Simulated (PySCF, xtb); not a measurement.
Si(I)(SiH3) (H3ISi2), SMILES [SiH3][Si]I (connectivity only; charge and spin as stated), neutral, multiplicity 1.

xtb 6.7.1 with GFN2-xTB at its own geometry gives an orbital gap of 1.67 eV and a dipole moment of 4.46 D.

Geometry optimised at B3LYP-D3(BJ)/def2-SVP. The def2 effective core potentials stand for the cores of I; spin–orbit coupling is left out.

Task: What does r2SCAN/def2-TZVPD (PySCF) give? (An estimate is asked for; the answer gives what the named calculation found.)

Result: gap 1.54 eV (levels -5.70 and -4.17 eV), dipole 0.63 D.
